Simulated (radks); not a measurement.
Al V, configuration [He] 2s2 2p5.

Method: non-relativistic Kohn-Sham, SCAN, spin-unpolarised, spherical densities, point nucleus; meta-GGA in the generalised Kohn-Sham scheme; computed with a radial shooting solver on a logarithmic mesh with Libxc functionals.

Energy parts (eV):
total: -6419.591
kinetic: 6411.542
electron-nucleus: -14707.988
Hartree: 2330.086
exchange-correlation: -453.231

Orbitals (lengths in bohr, moments of r in powers of bohr; <r^-3> diverges for s and p1/2; r(90%) holds 90 % of the orbital's charge):
| orbital | occ. | eigenvalue (eV) | r(90%) | <r^-3> |
|---|---|---|---|---|
| 1s | 2 | -1597.315 | 0.215 | - |
| 2s | 2 | -179.2940 | 0.946 | - |
| 2p | 5 | -140.1956 | 0.942 | 39.24 |

The highest occupied level is 2p at -140.20 eV. The electron density at the nucleus is 1406 e/bohr^3. Summed over all electrons, <r^2> = 2.899 bohr^2, which gives a Langevin (diamagnetic) susceptibility term of -2.3 x 10^-6 cm^3/mol. The density falls to 0.001 e/bohr^3 at r = 1.83 bohr.
